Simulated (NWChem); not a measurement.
Si2H3ClF2; SMILES F[SiH](F)[SiH2]Cl

```xyz
8

Si     0.1448     1.2257     0.3637
F     -0.8976     2.4314     0.0770
F      1.4549     1.5025    -0.5434
Si    -0.8346    -0.7859    -0.3265
Cl     0.4654    -2.2963     0.2548
H      0.5488     1.2853     1.7907
H     -2.1502    -0.9973     0.3420
H     -1.0083    -0.8246    -1.8057
```
Atoms are numbered in this order, from 1.

All runs use the structure optimised with PBE0/def2-SVP.

Give the principal values of the shielding tensors (ppm) of Si1, F2, F3, Si4, Cl5 from LDA (Slater exchange, VWN5)/pcSseg-1, GIAO (NWChem), with their diamagnetic and paramagnetic parts as GIAO splits them.


```
atom    σ11     σ22     σ33  isotropic  diamagnetic  paramagnetic
----  -----  ------  ------  ---------  -----------  ------------
Si1   269.4   294.9   338.2      300.9        879.4        -578.6
F2    194.0   304.3   398.4      298.9        472.0        -173.1
F3    197.8   323.5   404.1      308.5        471.6        -163.1
Si4   303.0   308.8   436.0      349.2        881.3        -532.1
Cl5   993.2  1052.9  1122.8     1056.3       1148.3         -92.0
```
